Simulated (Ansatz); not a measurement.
Coupled-cluster diagnostics for SiEt2F2 (C₄H₁₀F₂Si), Ansatz.

Geometry of the singlet (PBE0-D4/def2-SVP):

```
atom    x (Å)    y (Å)    z (Å)
 Si1  -0.3091   0.1843  -0.0498
  C2   1.3510   0.9772  -0.2982
  C3   1.2875   2.3909  -0.8752
  H4   1.9440   0.3136  -0.9526
  H5   1.8710   0.9746   0.6763
  H6   2.2919   2.8212  -1.0062
  H7   0.7895   2.3977  -1.8566
  H8   0.7194   3.0646  -0.2158
  C9  -0.3036  -1.5699   0.5574
 C10  -1.6967  -2.1680   0.7495
 H11   0.2675  -1.5954   1.5026
 H12   0.2843  -2.1691  -0.1607
 H13  -1.6464  -3.2074   1.1076
 H14  -2.2802  -1.5897   1.4821
 H15  -2.2635  -2.1665  -0.1940
 F16  -1.1322   0.2484  -1.4517
 F17  -1.1745   1.0934   0.9852
```

Correlated methods freeze 11 core orbitals.

Question: Estimate the CCSD(T) correlation energy, the shares of MP2 and (T), T1 and the reference's ⟨S²⟩ for: charge 0, singlet, own geometry in def2-SVP; charge 1, doublet, vertical in def2-SVP; and the rough time on 4 threads of Intel Xeon on a shared host.

Answer: 
```json
{"state": "charge 0, singlet, own geometry", "basis": "def2-SVP", "correlation (eV)": "-30.889", "MP2 share (%)": "91.7", "(T) share (%)": "2.3", "T1": "0.010", "⟨S²⟩ (pure)": "0.00 (0.00)", "wall time": "59 s"}
{"state": "charge 1, doublet, vertical", "basis": "def2-SVP", "correlation (eV)": "-30.745", "MP2 share (%)": "91.4", "(T) share (%)": "2.6", "T1": "0.017", "⟨S²⟩ (pure)": "0.79 (0.75)", "wall time": "4 min"}
```
Customary marks for T1 are 0.02 (closed shells), 0.045 (open shells) and about 0.05 (3d metals). T1 stays under 0.02 throughout.
